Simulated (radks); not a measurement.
Results of a calculation; reference values are marked as such.
Question: The thulium ion Tm22+, 47 electrons, occupied as [Kr] 4d10 4f1. Level of theory: non-relativistic Kohn-Sham, LDA (Slater exchange, Perdew-Wang correlation), spin-unpolarised, spherical densities, point nucleus; relativity is left out, which matters for an element this heavy (a radial shooting solver on a logarithmic mesh with Libxc functionals). Some entries of the table are withheld. Estimate them.

orbital  occ.  eigenvalue (eV)  <r^2> (bohr^2)  r(max) (bohr)
1s          2        -55678.54       0.0006458        0.01458
2s          2        -9550.427             (1)        0.07966
2p          6        -9152.869        0.007552        0.06189
3s          2        -2639.395         0.06445         0.2201
3p          6        -2459.091         0.05989            (2)
3d         10        -2121.953         0.04712            (3)
4s          2        -977.6462          0.2889         0.4854
4p          6        -902.6758          0.2944         0.4852
4d         10              (4)          0.3012         0.4772
4f          1              (5)          0.2911         0.4182

Answer: 
(1) 2s <r^2> (bohr^2): 0.01019
(2) 3p r(max) (bohr): 0.2078
(3) 3d r(max) (bohr): 0.1648
(4) 4d eigenvalue (eV): -767.2078
(5) 4f eigenvalue (eV): -595.9911
